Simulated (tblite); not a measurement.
Isomers of C5H10F2O. Level: GFN2-xTB in tblite, geometry and Hessian alike; calculated harmonic values, unscaled, isolated species. Against measured fundamentals such values can be off by several per cent, at times by over 20. One conformer each.

Electronic energies: GFN2-xTB at the same geometries; isomer energies are rough at this level and their order can be wrong.

| SMILES | electronic energy, lowest = 0 (kJ/mol) |
| --- | --- |
| COCC[C@H](F)CF | 27.6 |
| CCOCCC(F)F | 3.4 |
| CCCO[C@H](F)CF | 0.0 |

Q: How do GFN2-xTB zero-point energies change the relative energies?

A: 
| SMILES | ZPE (kJ/mol) | of it from modes above 1550 cm⁻¹ | electronic (kJ/mol) | with ZPE, lowest = 0 (kJ/mol) | lowest mode (cm⁻¹) | rings |
| --- | --- | --- | --- | --- | --- | --- |
| CCCO[C@H](F)CF | 383.5 | 178.4 | 0.0 | 0.0 | 38 | 0 |
| CCOCCC(F)F | 382.6 | 176.7 | 3.4 | 2.4 | 44 | 0 |
| COCC[C@H](F)CF | 382.2 | 176.3 | 27.6 | 26.3 | 43 | 0 |

The zero-point energies span 1.3 kJ/mol, from `COCC[C@H](F)CF` to `CCCO[C@H](F)CF`. The order is unchanged.

Q: What do entropy and thermal enthalpy add at 298.15 K and 1 bar (rigid rotor, harmonic oscillator, one conformer each)?

A: 
```csv
SMILES,point group,symmetry number,S (J/(mol K)),H − H(0) (kJ/mol),ZPE + H − H(0) − TS (kJ/mol)
CCCO[C@H](F)CF,C1,1,414.5,27.74,287.7
CCOCCC(F)F,C1,1,411.3,27.68,287.6
COCC[C@H](F)CF,C1,1,409.0,27.67,288.0
```
